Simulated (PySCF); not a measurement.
Basis and Hamiltonian dependence of the excitation energy of K

K [Ar] 4s1 (2S) → K [Ar] 3d1 (2D). Calculated with PySCF 2.14 from differences of total energies of unrestricted determinants, without spin-orbit coupling. Values in eV.

| basis | Hamiltonian | functions | UHF | PBE | PBE0 | CCSD(T) (valence and next inner shell) |
| --- | --- | --- | --- | --- | --- | --- |
| x2c-TZVPPall | spin-free X2C | 33 | 3.424 | 2.976 | 3.074 | 3.595 |
| def2-TZVPPD | non-relativistic | 36 | 3.406 | 2.954 | 3.053 | 3.575 |
| aug-cc-pVDZ-X2C | spin-free X2C | 36 | 2.455 | 2.353 | 2.402 | n/a |
| x2c-TZVPPall with one added diffuse shell each of s, p, d type | spin-free X2C | 42 | 2.490 | 2.381 | 2.426 | 2.710 |
| aug-cc-pVTZ-X2C | spin-free X2C | 59 | 2.452 | 2.284 | 2.359 | n/a |
| def2-QZVPPD | non-relativistic | 70 | 3.314 | 2.815 | 2.922 | 3.392 |
| x2c-QZVPPall | spin-free X2C | 73 | 2.679 | 2.349 | 2.440 | 2.849 |
| aug-cc-pwCVTZ-X2C | spin-free X2C | 84 | 2.452 | 2.298 | 2.366 | 2.686 |
| x2c-QZVPPall with one added diffuse shell each of s, p, d, f type | spin-free X2C | 89 | 2.462 | 2.274 | 2.353 | 2.687 |
| aug-cc-pVQZ-X2C | spin-free X2C | 93 | 2.445 | 2.256 | 2.336 | n/a |
| aug-cc-pwCVTZ-X2C with one added diffuse shell each of s, p, d, f type | spin-free X2C | 100 | 2.451 | 2.298 | 2.366 | 2.685 |
| dyall-av3z | spin-free X2C | 118 | 2.468 | 2.337 | 2.392 | n/a |
| dyall-av3z | non-relativistic | 118 | 2.453 | 2.316 | 2.372 | n/a |
| dyall-acv3z | non-relativistic | 135 | 2.444 | 2.251 | 2.327 | n/a |

Frozen in the all-electron rows: valence and next inner shell: [Ne]; valence: [Ar].

At UHF, x2c-TZVPPall, def2-TZVPPD, def2-QZVPPD, dyall-av3z, dyall-acv3z lie more than 0.3 eV from the median of the rows with comparable relativity. Of these, x2c-TZVPPall has no diffuse functions of the l that the added or promoted electron needs.

Non-relativistic rows lack the scalar-relativistic shift.

Reference for a calculation without spin-orbit coupling: 2.670 eV (measured, between term centres; NIST).
